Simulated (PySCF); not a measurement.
Compound: C6H11N3OSi.
Structure used (GFN2-xTB), in Å, numbered top down from 1:
```xyz
22
C6H11N3OSi angstrom
C      3.1466   -0.1338   -1.0371
C      1.6614    0.0021   -0.8487
O      0.8624   -0.0592   -1.7649
C      1.1973    0.2165    0.5051
C      1.8016    0.3274    1.7503
N      0.8330    0.5311    2.6537
N     -0.3020    0.5532    2.0523
N     -0.1315    0.3673    0.7571
Si    -1.4869    0.3382   -0.4153
C     -2.9513    0.8209    0.6892
C     -1.7134   -1.4421   -1.0321
H      3.6470    0.7571   -0.6636
H      3.5106   -0.9876   -0.4688
H      3.3759   -0.2702   -2.0904
H      2.8331    0.2723    2.0309
H     -1.2159    1.3810   -1.4015
H     -3.8691    0.8681    0.1123
H     -2.7993    1.7909    1.1518
H     -3.0982    0.1052    1.4922
H     -0.9401   -1.7317   -1.7348
H     -1.7013   -2.1479   -0.2045
H     -2.6703   -1.5395   -1.5343
```

Definitions: NICS(0) = −σiso at the ring centroid; NICS(1) = −σiso and NICS(1)zz = −σzz at ±1 Å along the ring normal z. Level: GIAO PBE0/pcSseg-1 (PySCF, non-relativistic, gas phase) on the GFN2-xTB geometry, one conformer.

Ring bond lengths (Å), with Mayer bond orders in brackets: C4–C5 1.389 (1.37), C5–N6 1.340 (1.39), N6–N7 1.285 (1.44), N7–N8 1.319 (1.24), N8–C4 1.361 (1.05).

Q: What do the NICS probes read (ppm)?

A: 
```
          ring                                                 type  NICS(0)  NICS(1), two faces  NICS(1)zz, two faces  rms pucker (Å)  centre to ring atoms, mean (Å)
C4–C5–N6–N7–N8  5-membered ring with 3 N; formal bonds all aromatic    -11.2       -13.2 / -13.2         -32.2 / -32.0            0.00                            1.14
```

Q: What do they say, and how far can they be read as aromaticity?

A: 
- C4–C5–N6–N7–N8: mean NICS(1)zz -32.1 ppm, shielded. The ring is flat and has no four-coordinate atom; by the NICS criterion it is aromatic.

Q: And the bond-length index? HOMA takes Krygowski's 1993 parameters.

A: 
- C4–C5–N6–N7–N8: HOMA 0.97; the largest term is that of N6–N7, α(R − Ropt)² = 0.08. The geometric and the magnetic index point the same way.

Q: At the second NICS(1) probe listed for ring C4–C5–N6–N7–N8, 1 Å off the ring, what do the in-plane components average?

A: The isotropic value is a third of the trace: (3 × -13.2 − (-32.0))/2 = -3.8 ppm.

Q: Give the inner angles of the rings and the Hirshfeld charges of the ring atoms.

A: 
- C4–C5–N6–N7–N8: C4 104.5° (-0.002 e), C5 107.6° (-0.024 e), N6 109.0° (-0.141 e), N7 110.1° (-0.043 e), N8 108.9° (-0.040 e); sum 540.0° against 540° for a flat convex ring.

Q: How shielded are the nuclei of the rings and their hydrogens (means over atoms taken as equivalent)?

A: 
| atoms | environment | σ isotropic (ppm) |
| --- | --- | --- |
| C4 | substituted aromatic carbon | 39.9 |
| C5 | aromatic CH next to a ring nitrogen | 46.4 |
| N6 | pyridine-type nitrogen | -130.0 |
| N7 | pyridine-type nitrogen | -161.6 |
| N8 | pyrrole-type nitrogen | -13.9 |
| H15 | aromatic hydrogen | 23.50 |

Time: 64 s. Hardware: an x86-64 server with one thread, shared host. This is the whole shielding run at PBE0/pcSseg-1, SCF included.
